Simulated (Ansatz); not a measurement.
Abridged output of a molecular run in Ansatz:

```
Functional definition: HF
1422 factors; integrals over basis functions are off by at most 1.0e-3 eV
mean field evaluation 1: about -14841.6288 eV, gradient 5.1e1 eV
mean field evaluation 2: about -14841.8333 eV, gradient 5.1e1 eV
mean field evaluation 4: about -14846.6434 eV, gradient 3.6e0 eV
mean field evaluation 8: about -14846.7009 eV, gradient 2.8e-1 eV
mean field -14846.70109982 eV, -545.6062019630 hartree, gradient 2.6e-6 eV, S^2 0.000000; 0 other end points of the search recorded, 0 dependent functions left out
9 core orbitals not correlated: weight in the atoms' cores, before any rotation towards them, 1.000 or more for the frozen orbitals, at most 0.000 for the correlated occupied ones
reference -14846.70109982 eV, -545.6062019630 hartree; 15, 15 occupied and 212, 212 virtual orbitals, 1422 factors
second order -24.85885983 eV of doubles, -0.00000000 eV of singles
cycle   1  -25.02230311 eV  change   -1.6e-1 eV  update   1.0e-1
cycle   2  -25.57884087 eV  change   -5.6e-1 eV  update   2.9e-2
cycle   3  -25.70798436 eV  change   -1.3e-1 eV  update   1.6e-2
cycle   4  -25.69050370 eV  change    1.7e-2 eV  update   3.7e-3
cycle   5  -25.68942058 eV  change    1.1e-3 eV  update   1.7e-3
cycle   6  -25.69027940 eV  change   -8.6e-4 eV  update   4.5e-4
cycle   7  -25.68999530 eV  change    2.8e-4 eV  update   1.4e-4
cycle   8  -25.68993115 eV  change    6.4e-5 eV  update   4.6e-5
cycle   9  -25.68994417 eV  change   -1.3e-5 eV  update   1.7e-5
perturbative correction -0.86434492 eV, -0.0317640898 hartree
Total energy: -14873.25538891 eV, -546.5820540879 hartree
```

Its atoms:

Cartesian coordinates in Å:
```
N 0.397 2.015 -0.113
Si -0.443 0.547 -0.258
O 0.445 -0.758 0.284
B 0.227 -2.074 0.379
F -0.935 -2.594 -0.021
H 0.508 2.471 0.778
H 1.135 2.262 -0.751
H -0.728 0.319 -1.693
H -1.661 0.628 0.577
H 1.055 -2.816 0.819
```

Problem. Which basis set was used?
A. def2-SVP
B. cc-pV(Q+d)Z
C. def2-SVPD
D. def2-TZVPP

Solution. D. It gives 236 functions.

Problem. Write the keys of the input that set method, charge and spin (a neutral closed shell needs none for the last two).

Solution. 
```yaml
correlation: {method: ccsd_t}
```
